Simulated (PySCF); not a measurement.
**Exercise with solution: entropy of an ideal gas**

Al(H)(OH)(PH2) (AlH₄OP), SMILES [OH][AlH][PH2].

Geometry optimised at PBE0-D3(BJ)/def2-TZVP. One conformer was computed; it need not be the lowest.

PySCF with PBE0-D3(BJ)/def2-TZVP gives the harmonic wavenumbers 118, 161, 331, 411, 431, 530, 566, 642, 701, 864, 1086, 1919, 2398, 2413, 3956 cm⁻¹ and the rotational temperatures 0.9887, 0.1555, 0.1370 K. The molar mass is 77.99 g/mol, the symmetry number 1, the spin multiplicity 1.

**Question.** Work out the entropy at 298.15 K and 1 atm in the rigid-rotor, harmonic-oscillator model.

**Answer.** 
Translation (Sackur–Tetrode at 1 atm): S = R[1.5 ln M + 2.5 ln T − 1.16487] = 163.1 J/(mol K).
Rotation: q = (√π/σ) T^1.5/√(θA θB θC) = 62900, S = R[ln q + 3/2] = 104.3 J/(mol K).
Vibration: with u = 1.4388 ν/T, each mode gives R[u/(e^u − 1) − ln(1 − e^−u)]:
```
ν (cm⁻¹)  modes     u  S (J/(mol K))
--------  -----  ----  -------------
118           1  0.57          13.11
161           1  0.78          10.62
331           1  1.60           5.25
411           1  1.98           3.86
431           1  2.08           3.58
530           1  2.56           2.46
566           1  2.73           2.14
642           1  3.10           1.60
701           1  3.38           1.28
864           1  4.17           0.67
1086          1  5.24           0.28
1919          1  9.26           0.01
```
The stiffer modes add less than 0.005 each. Sum 44.9 J/(mol K).
Spin: R ln 1 = 0.0 J/(mol K).
Total 312.3 J/(mol K); the program's own thermochemistry gives 312.3. Translation makes up 52 % and vibration 14 %. Anharmonicity, hindered rotation and orbital degeneracy are left out.
